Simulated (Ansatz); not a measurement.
Species: sum formula SiNH3Br3, charge 1, multiplicity 1. It need not be the lowest isomer of its formula. 
Geometry from a B3LYP-D3(BJ)/def2-TZVP (Ansatz, an electronic-structure program) optimisation:
```
Si
N 1 1.9014
H 2 1.0236 1 111.21
H 2 1.0236 3 107.67 1 122.08
H 2 1.0236 3 107.67 4 115.85
Br 1 2.1697 2 102.86 3 -180.00
Br 1 2.1697 2 102.86 3 60.00
Br 1 2.1697 2 102.86 3 -60.00
```
Charge +1, spin multiplicity 1.

Total electronic energies in hartree. Valence correlation only, unless marked. Spin-orbit coupling is left out. Frozen are the shells of the preceding noble gas and the d and f shells that filled before the atom's block. Non-relativistic. CBS marks a two-point X^-3 extrapolation of the correlation energy; Hartree-Fock from the larger set. The bracket is a focal-point correction in the basis named.

```json
[
 {"level": "BLYP/def2-TZVPD", "program": "Ansatz", "energy (Eh)": "-8068.51590"},
 {"level": "revPBE-D3(BJ)/def2-TZVPD", "program": "Ansatz + dftd3", "energy (Eh)": "-8067.75211"},
 {"level": "r2SCAN-D3(BJ)/def2-TZVPD", "program": "Ansatz + dftd3", "energy (Eh)": "-8068.37764"},
 {"level": "PBE0/STO-3G", "program": "Ansatz", "energy (Eh)": "___"},
 {"level": "PBE0-D4/def2-TZVP", "program": "Ansatz + dftd4", "energy (Eh)": "___"},
 {"level": "r2SCANh-D4/def2-TZVPD", "program": "Ansatz + dftd4", "energy (Eh)": "-8068.37089"},
 {"level": "r2SCANh/def2-TZVPD", "program": "Ansatz", "energy (Eh)": "-8068.36797"},
 {"level": "r2SCAN0-D4/def2-TZVPD", "program": "Ansatz + dftd4", "energy (Eh)": "-8068.36331"},
 {"level": "CAM-B3LYP-D4/def2-TZVPD", "program": "Ansatz + dftd4", "energy (Eh)": "-8068.83235"},
 {"level": "LC-wPBE-D4/def2-TZVPD", "program": "Ansatz + dftd4", "energy (Eh)": "-8067.29231"},
 {"level": "wB97M-V/def2-TZVPD", "program": "Ansatz", "energy (Eh)": "-8068.00256"},
 {"level": "B2PLYP/def2-TZVPD", "program": "Ansatz", "energy (Eh)": "-8067.05125"},
 {"level": "PBE-QIDH/def2-TZVPD", "program": "Ansatz", "energy (Eh)": "-8066.25592"},
 {"level": "MP2/def2-QZVPP", "program": "Ansatz", "energy (Eh)": "-8063.40083"},
 {"level": "SCS-MP2/6-31G", "program": "Ansatz", "energy (Eh)": "-8061.34770"},
 {"level": "SCS-MP2/def2-SVP", "program": "Ansatz", "energy (Eh)": "-8061.83397"},
 {"level": "SCS-MP2/def2-TZVPP", "program": "Ansatz", "energy (Eh)": "-8063.15129"},
 {"level": "CCSD/STO-3G", "program": "Ansatz", "energy (Eh)": "-7975.22908"},
 {"level": "CCSD/6-31G*", "program": "Ansatz", "energy (Eh)": "-8061.98708"},
 {"level": "CCSD/def2-TZVPP", "program": "Ansatz", "energy (Eh)": "-8063.21351"},
 {"level": "CCSD(T)/def2-SVP", "program": "Ansatz", "energy (Eh)": "-8061.91513"},
 {"level": "RI-MP2/CBS(def2-TZVPP,def2-QZVPP)+[CCSD(T)-MP2]/def2-QZVPP", "program": "Ansatz", "energy (Eh)": "-8063.5434"},
 {"level": "CCSD(T)/CBS(def2-TZVPP,def2-QZVPP)", "program": "Ansatz", "energy (Eh)": "-8063.5434"}
]
```

**Question.** Some entries are withheld; supply them.

**Answer.** 
- PBE0/STO-3G, energy (Eh): -7979.12095
- PBE0-D4/def2-TZVP, energy (Eh): -8067.40475
